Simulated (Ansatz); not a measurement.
Correlation energies of `[Cl][GeH2][Cl]` by basis set

Cartesian coordinates in Å:
```
Cl -1.577 0.501 -1.194
Ge 0.009 -0.157 0.082
Cl 1.466 1.406 0.198
H -0.565 -0.377 1.481
H 0.668 -1.374 -0.566
```

Charge 0, multiplicity 1. Correlated methods include outer-core shells of Ge, which these sets cover unevenly. Scalar relativity is left out up to krypton. Geometry: relaxed with PBE0-D4/def2-TZVP. Frozen core, restricted reference, the Gaussian-basis code of Ansatz.

| basis | HF (Eh) | MP2 corr. | CCSD corr. | (T) | CCSD(T) total |
| --- | --- | --- | --- | --- | --- |
| def2-SVP | -2995.06165 | -0.49207 | -0.51951 | -0.01220 | -2995.59336 |
| def2-TZVPP | -2995.64606 | -0.63070 | -0.66784 | -0.02666 | -2996.34056 |
| def2-QZVPP | -2995.71388 | -0.93360 | – | – | – |
